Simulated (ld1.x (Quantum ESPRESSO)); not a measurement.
## Reading a pseudo-wave (germanium (Ge))

Columns: radius, all-electron u(r) and pseudo u(r) of the 3d shell (level -29.31 eV) of germanium in the configuration [Ar] 3d10 4s2 4p2; PBE, scalar-relativistic, RRKJ scheme, ld1.x (Quantum ESPRESSO) 7.5.

```tsv
r (bohr)	all-electron	pseudo
0.110	0.2022	0.0487
0.220	0.6516	0.3199
0.330	0.9851	0.7768
0.440	1.1334	1.1654
0.550	1.1441	1.2895
0.660	1.0780	1.1824
0.770	0.9774	1.0082
0.880	0.8664	0.8683
0.990	0.7575	0.7575
1.100	0.6563	0.6563
1.210	0.5654	0.5654
1.320	0.4852	0.4852
1.430	0.4153	0.4153
1.540	0.3549	0.3549
1.650	0.3030	0.3030
1.760	0.2584	0.2584
1.870	0.2203	0.2203
1.980	0.1877	0.1877
2.090	0.1598	0.1598
2.200	0.1361	0.1361
2.310	0.1158	0.1158
2.420	0.0985	0.0985
2.530	0.0838	0.0838
2.640	0.0712	0.0712
2.750	0.0605	0.0605
2.860	0.0515	0.0515
```

Problem. How many radial nodes do the two functions have?

Solution. The all-electron 3d function has n − l − 1 = 0; the pseudo-wave has 0.

Problem. At about which radius was the pseudo-wave matched?

Solution. 0.95 bohr, where the columns begin to agree (steps of 0.11 bohr).

Problem. Is the pseudo-wave norm-conserving?

Solution. Yes: the RRKJ scheme keeps the norm inside the radius equal to the all-electron one, which fixes the energy derivative of the logarithmic derivative at the level.
